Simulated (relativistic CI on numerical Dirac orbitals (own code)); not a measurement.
## Energy levels of Bi⁷⁶⁺

Computed by Dirac-Coulomb-Breit CI, KLI orbitals optimised for each configuration, QED by a radiative potential, unscaled Slater integrals (own radial code, finite nucleus).

Configuration list (outside the closed core 1s2): 2s2.2p3, 2s.2p4, 2p5, 2s2.2p2.3s, 2p4.3s, 2p4.3p, 2s2.2p2.3p, 2p4.3d, 2s2.2p2.3d, 2s.2p3.3s, 2s.2p3.3p, 2s.2p3.3d, 2s2.2p2.4s, 2s2.2p2.4p, 2s2.2p2.4d, 2s2.2p2.4f. Levels of other configurations are missing.

The lowest level is 2s2.2p3 2P°_3/2, with 49 % of that term; Hund's rules for 2s2.2p3 give 4S° with J = 3/2, of which the calculation keeps J, while another term leads.

```
No.  Configuration  Term    J   E (eV)    %  Landé g     jj configuration (%)
  1        2s2.2p3   2P°  3/2      0.0   49    1.297              2p3/2 (100)
  2        2s2.2p3   4S°  3/2   2389.4   55    1.425      2p1/2 2p3/2^2 (100)
  3        2s2.2p3   2D°  5/2   2412.4  100    1.150      2p1/2 2p3/2^2 (100)
  4        2s2.2p3   2P°  1/2   2477.0  100    0.601      2p1/2 2p3/2^2 (100)
  5         2s.2p4    4P  5/2   2809.2   69    1.426         2s 2p3/2^2 (100)
  6         2s.2p4    2S  1/2   2935.5   65    1.963         2s 2p3/2^2 (100)
  7         2s.2p4    2P  3/2   2936.8   53    1.159         2s 2p3/2^2 (100)
  8        2s2.2p3   2P°  3/2   4873.6   50    1.279             2p3/2^3 (99)
  9         2s.2p4    4P  3/2   5232.8   86    1.581   2s 2p1/2 2p3/2^3 (100)
 10         2s.2p4    2D  5/2   5276.3   69    1.272   2s 2p1/2 2p3/2^3 (100)
 11         2s.2p4    2P  1/2   5358.2   65    1.326   2s 2p1/2 2p3/2^3 (100)
 12         2s.2p4    2D  3/2   5364.5   56    0.989   2s 2p1/2 2p3/2^3 (100)
 13            2p5   2P°  3/2   5828.6   99    1.288             2p3/2^3 (99)
 14         2s.2p4    4P  1/2   7771.4   41    1.886         2s 2p3/2^4 (100)
 15            2p5   2P°  1/2   8254.3  100    0.601      2p1/2 2p3/2^4 (100)
 16     2s2.2p2.3s    4P  1/2  11067.1   45    1.981         2p1/2^2 3s (100)
 17     2s2.2p2.3p   2P°  1/2  11194.3   47    0.639      2p1/2^2 3p1/2 (100)
 18     2s2.2p2.3p   2P°  3/2  11916.0   36    1.315      2p1/2^2 3p3/2 (100)
 19     2s2.2p2.3d    2D  3/2  12017.8   43    0.779      2p1/2^2 3d3/2 (100)
 20     2s2.2p2.3d    2D  5/2  12205.7   37    1.183      2p1/2^2 3d5/2 (100)
 21     2s2.2p2.3s    4P  3/2  13478.3   88    1.643     2p1/2 2p3/2 3s (100)
 22     2s2.2p2.3s    2P  1/2  13490.4   67    1.284     2p1/2 2p3/2 3s (100)
 23     2s2.2p2.3s    2D  5/2  13497.9   66    1.292     2p1/2 2p3/2 3s (100)
 24     2s2.2p2.3s    2D  3/2  13506.3   64    0.937     2p1/2 2p3/2 3s (100)
 25     2s2.2p2.3p   4P°  1/2  13603.4   49    1.723  2p1/2 2p3/2 3p1/2 (100)
 26     2s2.2p2.3p   4D°  3/2  13609.6   55    1.114  2p1/2 2p3/2 3p1/2 (100)
 27     2s2.2p2.3p   2F°  5/2  13622.3   50    1.027  2p1/2 2p3/2 3p1/2 (100)
 28     2s2.2p2.3p   2P°  3/2  13676.7   43    1.289   2p1/2 2p3/2 3p1/2 (99)
 29      2s.2p3.3s   4P°  5/2  13850.4   49    1.570         2s 2p3/2 3s (99)
 30      2s.2p3.3s   2P°  3/2  13885.8   35    1.403         2s 2p3/2 3s (99)
 31      2s.2p3.3s   2P°  1/2  13965.0   43    0.822         2s 2p3/2 3s (99)
 32      2s.2p3.3s   2P°  3/2  13976.9   39    1.362         2s 2p3/2 3s (99)
 33      2s.2p3.3p    2D  5/2  13989.1   27    1.307     2s 2p3/2 3p1/2 (100)
 34      2s.2p3.3p    4P  3/2  13989.1   30    1.635     2s 2p3/2 3p1/2 (100)
 35      2s.2p3.3p    2P  1/2  14092.3   36    1.257     2s 2p3/2 3p1/2 (100)
 36      2s.2p3.3p    2D  3/2  14093.6   36    0.954     2s 2p3/2 3p1/2 (100)
 37     2s2.2p2.3p   4D°  5/2  14314.7   52    1.399  2p1/2 2p3/2 3p3/2 (100)
 38     2s2.2p2.3p   2P°  1/2  14319.4   37    1.547  2p1/2 2p3/2 3p3/2 (100)
 39     2s2.2p2.3p   2D°  3/2  14324.7   53    1.103  2p1/2 2p3/2 3p3/2 (100)
 40     2s2.2p2.3p   2F°  7/2  14330.5   66    1.204  2p1/2 2p3/2 3p3/2 (100)
 41     2s2.2p2.3p   4S°  3/2  14356.3   33    1.409  2p1/2 2p3/2 3p3/2 (100)
 42     2s2.2p2.3p   2D°  5/2  14365.2   67    1.163  2p1/2 2p3/2 3p3/2 (100)
 43     2s2.2p2.3p   2P°  1/2  14393.4   87    0.608  2p1/2 2p3/2 3p3/2 (100)
 44     2s2.2p2.3d    4F  3/2  14433.0   43    0.916  2p1/2 2p3/2 3d3/2 (100)
 45     2s2.2p2.3d    4F  5/2  14433.7   52    0.945  2p1/2 2p3/2 3d3/2 (100)
 46     2s2.2p2.3d    4D  1/2  14441.2   78    0.259  2p1/2 2p3/2 3d3/2 (100)
 47     2s2.2p2.3d    2G  7/2  14450.7   56    0.985   2p1/2 2p3/2 3d3/2 (99)
 48     2s2.2p2.3d    2D  5/2  14468.0   38    1.106   2p1/2 2p3/2 3d3/2 (99)
 49     2s2.2p2.3d    2D  3/2  14473.8   47    1.090   2p1/2 2p3/2 3d3/2 (99)
 50     2s2.2p2.3d    2P  1/2  14485.5   39    1.552  2p1/2 2p3/2 3d3/2 (100)
 51     2s2.2p2.3d    4D  7/2  14600.3   46    1.291   2p1/2 2p3/2 3d5/2 (98)
 52     2s2.2p2.3d    2G  9/2  14620.9   65    1.155  2p1/2 2p3/2 3d5/2 (100)
 53     2s2.2p2.3d    2P  3/2  14621.9   42    1.308   2p1/2 2p3/2 3d5/2 (99)
 54     2s2.2p2.3d    2F  5/2  14624.7   44    1.120  2p1/2 2p3/2 3d5/2 (100)
 55     2s2.2p2.3d    2D  5/2  14641.5   56    1.251   2p1/2 2p3/2 3d5/2 (98)
 56     2s2.2p2.3d    2F  7/2  14650.4   70    1.120   2p1/2 2p3/2 3d5/2 (98)
 57     2s2.2p2.3d    2D  3/2  14660.0   57    0.955   2p1/2 2p3/2 3d5/2 (99)
 58     2s2.2p2.3d    2P  1/2  14665.4   55    1.241   2p1/2 2p3/2 3d5/2 (99)
 59      2s.2p3.3p    4D  7/2  14690.9   49    1.398      2s 2p3/2 3p3/2 (96)
 60      2s.2p3.3p    2P  3/2  14702.4   31    1.473      2s 2p3/2 3p3/2 (98)
 61      2s.2p3.3p    4P  5/2  14724.0   38    1.386      2s 2p3/2 3p3/2 (98)
 62      2s.2p3.3p    2P  1/2  14729.0   41    1.361     2s 2p3/2 3p3/2 (100)
 63      2s.2p3.3p    2D  5/2  14803.2   34    1.252      2s 2p3/2 3p3/2 (99)
 64      2s.2p3.3d   4D°  5/2  14805.1   30    1.218     2s 2p3/2 3d3/2 (100)
 65      2s.2p3.3d   4D°  3/2  14811.9   30    1.314     2s 2p3/2 3d3/2 (100)
 66      2s.2p3.3d   2F°  7/2  14815.0   26    1.192      2s 2p3/2 3d3/2 (99)
 67      2s.2p3.3d   4P°  1/2  14818.3   47    2.163     2s 2p3/2 3d3/2 (100)
 68      2s.2p3.3p    2P  3/2  14825.0   38    1.217      2s 2p3/2 3p3/2 (99)
 69      2s.2p3.3p    4P  1/2  14830.8   38    1.728      2s 2p3/2 3p3/2 (99)
 70      2s.2p3.3d   2D°  3/2  14910.9   38    0.896      2s 2p3/2 3d3/2 (97)
```

Energies count from the lowest computed level; ° marks odd parity. Filled j subshells are mostly left out of the jj labels.

The mean weight of the leading LS term, summed over parents, in these 70 levels is 52 %, and that of the leading jj configuration (from the same eigenvectors) 99 %, so jj coupling describes them better and the LS labels are nominal.

At this charge energies of transitions that change n are usually good to better than 1 %, and those within a shell (Δn = 0) to a few per cent.

LS names give the leading component of a level, which can be under half, so a name can repeat, a term be missing and a line seem to break the LS rules.
